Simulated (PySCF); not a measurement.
C2H6BNO, SMILES NB1CCO1. Atoms are numbered in the order given.

```xyz
11

N      0.0487    -1.9220     0.0000
B      0.0432    -0.5246     0.0000
C      1.1012     0.6689     0.0000
C     -0.2197     1.4743     0.0000
O     -1.0728     0.2976     0.0000
H      0.8976    -2.4705     0.0000
H     -0.8055    -2.4670     0.0000
H      1.7248     0.7988    -0.8967
H      1.7248     0.7988     0.8967
H     -0.4021     2.0881    -0.8981
H     -0.4021     2.0881     0.8981
```

Coordinates come from a B3LYP-D3(BJ)/def2-SVP optimisation. The structure was generated by enumeration, and PubChem lists no compound with its InChIKey, so it may never have been made. Other conformers were not sampled.

Two levels are set side by side: PBE/pcSseg-1 (PySCF) and KT2/pcSseg-1 (PySCF). GIAO shifts against BF3 (¹¹B), H2O (¹⁷O), NH3 (¹⁵N), TMS (¹H), TMS (¹³C) at the same level; non-relativistic, no solvent, atoms listed together averaged. Differences are taken from unrounded values.

```csv
quantity,KT2,PBE,PBE minus KT2
δ(¹⁵N) of N1 (ppm),70.5,75.2,4.7
δ(¹¹B) of B2 (ppm),20.4,21.2,0.8
δ(¹³C) of C3 (ppm),16.5,15.0,-1.5
δ(¹³C) of C4 (ppm),72.6,74.3,1.6
δ(¹⁷O) of O5 (ppm),183.7,190.2,6.5
"δ(¹H) of H8, H9 (ppm)",1.86,1.75,-0.10
"δ(¹H) of H10, H11 (ppm)",4.77,4.80,0.03
```

Rough cost on one machine, each run with all the roots and properties that it gave: KT2 against PBE within a factor of 2.
